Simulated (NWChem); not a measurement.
Species: C$_{2}$H$_{4}$O$_{2}$Si; SMILES C=C1O[SiH2]O1

```xyz
9

C      0.0000     0.0000    -2.1692
C      0.0000     0.0000    -0.8302
O      0.0000     1.1049     0.0205
Si     0.0000     0.0000     1.3385
O      0.0000    -1.1049     0.0205
H      0.0000    -0.9534    -2.7102
H      0.0000     0.9534    -2.7102
H     -1.2402     0.0000     2.1754
H      1.2402     0.0000     2.1754
```
Atoms are numbered in this order, from 1.

Program: NWChem. Structure relaxed at the PBE-D3(BJ)/def2-SVP level. Level SCAN/def2-SVP: energy and gradient on several grids; changes count from the extra-fine grid, which is no exact limit either.

| grid | size of the energy change (μHa) | largest change of a gradient component (μHa/bohr) | time, medium = 1 (rough) |
|---|---|---|---|
| xcoarse | 3000 | 7000 | about 1 |
| coarse | 5000 | 4000 | about 1 |
| medium | 3000 | 1000 | about 1 |
| fine | 400 | 900 | about 1 |
| xfine | < 10 | < 30 | 2 |
